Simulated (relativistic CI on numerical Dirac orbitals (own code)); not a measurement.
Hyperfine structure of Pr⁵¹⁺, mass number 141

Computed by Dirac-Coulomb-Breit CI, separate exchange-only KLI orbitals for each configuration, model QED (radiative potential, 1s self-energy scaled to tabulated hydrogen-like ionisation energies), unscaled Slater integrals (own radial code, finite nucleus).

Configuration list (outside the closed core 1s2): 2s2 2p4, 2s 2p5, 2p6, 2p5 3s, 2p5 3p, 2p5 3d, 2s2 2p3 3s, 2s2 2p3 3p, 2s2 2p3 3d, 2s 2p4 3s, 2s 2p4 3p, 2s 2p4 3d, 2s2 2p3 4s, 2s2 2p3 4p, 2s2 2p3 4d, 2s2 2p3 4f. Levels of other configurations are missing.

Nuclear spin I = 5/2, μ = 4.266 μN, Q = -0.0589 b (tables of Stone and Pyykkö). The electronic factors are computed for point nuclear moments, without core polarisation or the Bohr-Weisskopf and QED corrections.

| Level | E (eV) | A (GHz) | B (GHz) |
| --- | --- | --- | --- |
| 2s2 2p4 3P_2 | 0.00 | 670.4 | -4.3 |
| 2s2 2p4 3P_1 | 498.29 | -338.8 | 22.3 |
| 2s2 2p4 1D_2 | 515.97 | 1706 | 49 |
| 2s 2p5 3P°_2 | 792.29 | 4254 | 44.5 |
| 2s 2p5 1P°_1 | 853.61 | -2824 | 15.2 |
| 2s 2p5 3P°_1 | 1333.19 | 9789 | 7.05 |

Levels with J = 0, under 50 % of one LS term, or S terms without an open s electron are left out. Small factors come from cancelling terms and can be off by tens of per cent or more.

At this charge energies of transitions that change n are usually good to better than 1 %, and those within a shell (Δn = 0) to a few per cent.

Question: Give the hyperfine levels of 2s2 2p4 3P_2 relative to its centre of gravity.

Answer: With K = F(F + 1) − I(I + 1) − J(J + 1), E = AK/2 + B[¾K(K + 1) − I(I + 1)J(J + 1)]/[2I(2I − 1)J(2J − 1)]: F = 1/2: -4696, F = 3/2: -3689, F = 5/2: -2010, F = 7/2: 337, F = 9/2: 3351 GHz.

LS names give the leading component of a level, which can be under half, so a name can repeat, a term be missing and a line seem to break the LS rules.
